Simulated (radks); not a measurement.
Task: Species: Zr I. Configuration: [Kr] 4d3 5s1 (not the ground configuration). Method: Dirac Kohn-Sham, PBE, spin-unpolarised, spherical densities, finite nucleus; open shells are shared between the two j in proportion to 2j + 1; Fermi nuclear charge, rms radius 4.2694 fm; computed with a radial shooting solver on a logarithmic mesh with Libxc functionals. Some entries of the table are withheld. Estimate them.

orbital  occ.  eigenvalue (eV)  <r^2> (bohr^2)  <1/r> (bohr^-1)
1s1/2       2        -17814.71        0.001853            41.26
2s1/2       2        -2465.997         0.03111            9.341
2p1/2       2        -2257.185         0.02360              (1)
2p3/2       4        -2171.324         0.02498              (2)
3s1/2       2        -402.3197          0.2409            3.160
3p1/2       2        -324.5763          0.2414              (3)
3p3/2       4        -310.9086          0.2525              (4)
3d3/2       4        -173.8589          0.2456            2.755
3d5/2       6        -171.3624          0.2493            2.730
4s1/2       2         -52.3962           1.682            1.115
4p1/2       2         -31.6911           2.118           0.9895
4p3/2       4         -29.9438           2.221           0.9625
5s1/2       1          -3.8422           17.46           0.3276
4d3/2     1.2          -2.4018           8.036           0.5618
4d5/2     1.8          -2.2905           8.319           0.5535

Result: 
(1) 2p1/2 <1/r> (bohr^-1): 9.315
(2) 2p3/2 <1/r> (bohr^-1): 8.912
(3) 3p1/2 <1/r> (bohr^-1): 3.055
(4) 3p3/2 <1/r> (bohr^-1): 2.959
